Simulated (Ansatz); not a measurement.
B(H)(NCO)2 (C₂HBN₂O₂), SMILES O=C=NBN=C=O.

Geometry optimised at TPSSh-D3(BJ)/def2-SVP. This is a generated structure with no PubChem entry under its InChIKey; it may be hypothetical. One conformer was computed; it need not be the lowest.

Two levels are set side by side: PBE/def2-SVPD (Ansatz, a quantum-chemistry and plane-wave program) and CAM-B3LYP/def2-SVPD (Ansatz). Energy differences of separate SCF runs at the same geometry; the states with an electron removed or added have multiplicity 2 and 2. Differences are taken from unrounded values.

```json
[
 {"quantity": "vertical ionisation energy (eV)", "PBE": "10.41"},
 {"quantity": "vertical singlet–triplet gap (eV)", "PBE": "4.33"}
]
```

Question: These are the PBE values. What does CAM-B3LYP give? (An estimate is asked for; the answer gives what the named calculation found.)

Answer: 
| quantity | CAM-B3LYP | PBE minus CAM-B3LYP |
|---|---|---|
| vertical ionisation energy (eV) | 11.24 | -0.83 |
| vertical singlet–triplet gap (eV) | 5.21 | -0.88 |
